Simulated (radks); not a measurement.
The nuclear charge of the mercury ion Hg+ is varied continuously with 79 electrons held in [Xe] 4f14 5d10 6s1. Calculated with a radial shooting solver on a logarithmic mesh with Libxc functionals: scalar-relativistic Kohn-Sham, PBE, spin-polarised, spherical densities, finite nucleus; open shells are filled with parallel spins first (spin-orbit coupling, left out, can overturn this in heavy ions); Fermi nuclear charge, rms radius 5.4648 fm. By the Hellmann-Feynman theorem dE/dZ = E(electron-nucleus)/Z, the electronic potential at the nucleus (averaged over a nucleus of fixed radius). The scalar-relativistic energy here is not variational (the density holds large components alone), so the two differ by a part that grows with Z.

[
 {"Z": "79.5", "E (hartree)": "-19311.0724", "E(electron-nucleus)/Z (hartree)": "-604.490", "HOMO": "6s", "e(HOMO) (eV)": "-10.346", "<r> HOMO (bohr)": "2.661"},
 {"Z": "80", "E (hartree)": "-19617.5895", "E(electron-nucleus)/Z (hartree)": "-610.432", "HOMO": "6s", "e(HOMO) (eV)": "-15.086", "<r> HOMO (bohr)": "2.507"},
 {"Z": "80.5", "E (hartree)": "-19927.1505", "E(electron-nucleus)/Z (hartree)": "-616.391", "HOMO": "6s", "e(HOMO) (eV)": "-20.246", "<r> HOMO (bohr)": "2.379"},
 {"Z": "81", "E (hartree)": "-20239.7654", "E(electron-nucleus)/Z (hartree)": "-622.369", "HOMO": "6s", "e(HOMO) (eV)": "-25.791", "<r> HOMO (bohr)": "2.271"}
]

The central difference of E at Z = 80 is -616.078 hartree, to compare with the third column; the second derivative is -12.2 hartree.
